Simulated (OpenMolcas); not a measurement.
# Os: effect of the basis set

- Program: OpenMolcas
- Method: SS-CASPT2, IPEA 0.25 Eh, imaginary shift 0.1 Eh (closed shells correlated: 5s 5p 6s)
- Active space: 6 electrons in 5 orbitals (5d)
- State averaging: 2S+1 = 5 even, 5 roots; 2S+1 = 3 even, 45 roots; 2S+1 = 1 even, 50 roots (44 in the spin-orbit step)
- Spin-orbit coupling: RASSI with atomic mean-field integrals over the reference wave functions, term energies averaged over their components

A. ANO-R1 [7s5p4d2f], X2C, finite nucleus; CASPT2 step about 14 core-seconds
B. ANO-R2 [8s6p5d3f1g], X2C, finite nucleus; CASPT2 step about 40 core-seconds
C. ANO-RCC-VTZP [8s7p5d3f2g1h], DKH2, point nucleus; CASPT2 step of the order of 50 core-seconds
D. ANO-R3 [10s7p6d4f3g2h], X2C, finite nucleus; CASPT2 step roughly 110 core-seconds
E. ANO-RCC-VQZP [9s8p6d4f3g2h], DKH2, point nucleus; CASPT2 step roughly 80 core-seconds

Energies in cm-1 above 5d6 6s2 5D4, the measured ground level; measured values from NIST Handbook of Basic Atomic Spectroscopic Data.

```tsv
Level	A	B	C	D	E	Measured
5d6 6s2 5D4	0.0	0.0	0.0	0.0	0.0	0.0
5d6 6s2 5D2 [60 %]	3970	3900	3910	3810	3870	2740
5d6 6s2 5D3	4370	4420	4380	4450	4460	4159
5d6 6s2 5D1	6410	6450	6410	6440	6480	5766
5d6 6s2 5D0	6760	6760	6730	6730	6780	6093
5d6 6s2 3H5 [50 %]	16680	15650	15740	15140	15380	
5d6 6s2 3H6	16920	15970	16030	15430	15660	
5d6 6s2 3F2(1) [67 %]	18310	17680	17800	17290	17500	
5d6 6s2 3F3(1) [55 %]	18450	17620	17730	17200	17410	
5d6 6s2 3G5 [50 %]	24370	23370	23420	22840	23130	
5d6 6s2 3G4 [66 %]	24480	23320	23420	22780	23070	
5d6 6s2 3D2 [70 %]	24630	23250	23390	22800	23050	
5d6 6s2 3G3 [52 %]	26420	25230	25320	24730	25010	
5d6 6s2 1I6	28680	27360	27400	26610	26950	
5d6 6s2 3P0(2) [71 %]	30530	28590	28890	28120	28400	
5d6 6s2 1F3 [63 %]	31410	29160	29470	28550	28850	
5d6 6s2 1D2 [55 %]	31560	30420	30590	29950	30260	
5d6 6s2 1G4(1) [61 %]	32010	31170	31170	30580	30880	
5d6 6s2 3P1(2)	36900	34530	34860	34040	34340	
5d6 6s2 3F4(2)	40670	38340	38650	37630	38100	
5d6 6s2 3F2(2)	41230	38870	39190	38160	38650	
5d6 6s2 3P2(2)	44140	41910	42180	41380	41740	
5d6 6s2 3F3(2) [65 %]	44870	42650	42920	41970	42430	
5d6 6s2 1G4(2)	47000	44250	44570	43570	43840
```

Deviations, from unrounded energies. A percentage is the sum of absolute deviations over the sum of measured energies, with the sign that they share, or ± where signs differ.

```csv
Against measurement,Levels,A,B,C,D,E
mean absolute deviation (cm-1),4,690,690,670,670,710
fine structure of the ground term (%),4,+14.7,+14.8,+14.2,+14.3,+15.1
```

A, B, C, D lie about equally close to measurement and E furthest from it. The largest miss of C in the table is 5d6 6s2 5D2 [60 %], by +1200 cm-1. The ranking rests on the paired levels alone, and a cruder setting can come out closer through cancelling errors.

The two smallest mean deviations differ by little beside CASPT2's spread within terms, so their order carries little weight.

Among A to E the level of the table that moves most is 5d6 6s2 1G4(2), by 3400 cm-1 (lowest in D, highest in A). Moves below CASPT2's spread within the term are not significant.

CASPT2 does not keep the components of a term degenerate, so their means are used; among the terms shown or strongly mixed into the levels shown the widest spread is 800 cm-1 (5d6 6s2 1G(2), B). Over all roots computed the reference weight is 0.83 to 0.89 in B; the roots of lowest weight are the least certain, and an intruder state may touch them. Some high roots are left out of the spin-orbit mixing, which shifts the levels that they would mix with. With the s shell closed, the reference lacks s² → p², s² → d² and s → d mixing, so excited terms can stand far too high and out of order, with CASPT2 too. The CASPT2 spread within a term exceeds the gap to the next term for 5d6 6s2 3H and 5d6 6s2 3F(1), 5d6 6s2 1G(1) and 5d6 6s2 1I, so the order of their levels is uncertain, and so are names and mixing where such terms share a J (figures for A; the like holds for C). Some terms miss by over 15 % even with CASPT2, which points to a basis or an active space too small for the shells correlated (holds for B; C; D; E). Computed and measured levels are paired by configuration, term and J; levels that our copy of the source lacks, or whose pairing is in doubt (as where it misses far off the trend of its configuration), stay unpaired and out of the deviations. Only configurations of the active space appear. The table leaves out levels that lie high or whose names do not pair safely across all columns.

A share in square brackets marks a mixed level and gives the weight of the term that names it, the lowest over the columns. A number in round brackets counts repeated terms of one configuration in the order of the reference energies.
